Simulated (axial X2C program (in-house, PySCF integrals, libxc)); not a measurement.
# Worked dissociation energy of MgTe⁺: BHandHLYP, with spin–orbit coupling

Computed with an in-house all-electron X2C program for linear molecules (integrals from PySCF). Two-component (2c) means X2C with spin–orbit coupling and atomic mean-field two-electron Coulomb and Gaunt terms. Basis: Te dyall-cv3z [11s12p8d4f1g], Mg dyall-cv3z [9s8p6d3f] (cores contracted in-house); Gaussian nuclei, density fitting, unrestricted open shells. Masses: Te 129.906 u, Mg 23.985 u.

Molecular state: Ω = 3/2 (⟨Sz⟩ = 0.51, ⟨Lz⟩ = 0.99 at BHandHLYP).

```
E(Te) (2M_J = 4)  : -6790.943863 hartree
E(Mg+) (2M_J = 1) : -200.091742 hartree
E(MgTe⁺) at Re    : -6991.094011 hartree
ωe                : 311.9 cm⁻¹
```

(1) Work out De and D0.

One determinant describes the state; a PBE0 search over occupations chose it and may have missed a lower one. Dissociation energies refer to the lowest single-determinant-based atoms at the same level and basis. Density functionals use the spin component along the axis (collinear). Without a current term, density functionals place determinants with orbital angular momentum somewhat too high. The determinant is spin-polarised beyond a pure state at some levels (its spin-free form has ⟨S²⟩ too high), which makes Re and μ there less reliable. The stretched end of a curve changes character and is left out.

Each atomic determinant is the lowest at this level and need not be a pure J level. Totals compare only within one Hamiltonian and basis.

Answers

(1) De = -6790.943863 + (-200.091742) − (-6991.094011) = 0.05841 hartree = 1.589 eV. The zero-point energy is ωe/2 = 156 cm⁻¹ = 0.019 eV, so D0 = 1.570 eV.
